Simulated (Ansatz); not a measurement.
Ansatz (a quantum-chemistry and plane-wave program) input:

Ansatz 0.2 input:
```yaml
crystal:
  periodic: [false, false, false]
  atoms:
    - {symbol: Al, position_ang: [-0.00000000, -0.00000000, -0.53575021]}
    - {symbol: O, position_ang: [-0.00000000, -0.00000000, -2.24291911]}
    - {symbol: Cl, position_ang: [0.00000000, 0.00000000, 1.46518269]}
basis:
  gaussian:
    orbitals: cc-pVTZ
total_charge: 1
magnetization: {spin_polarized: true, initial_magnetization: 1}
correlation: {method: ccsd_t, electrons: outside_noble_gas}
```

**Question.** What final total energy does it print?

**Answer.** -776.55322 Eh (CCSD(T)/cc-pVTZ). The basis has 98 functions.
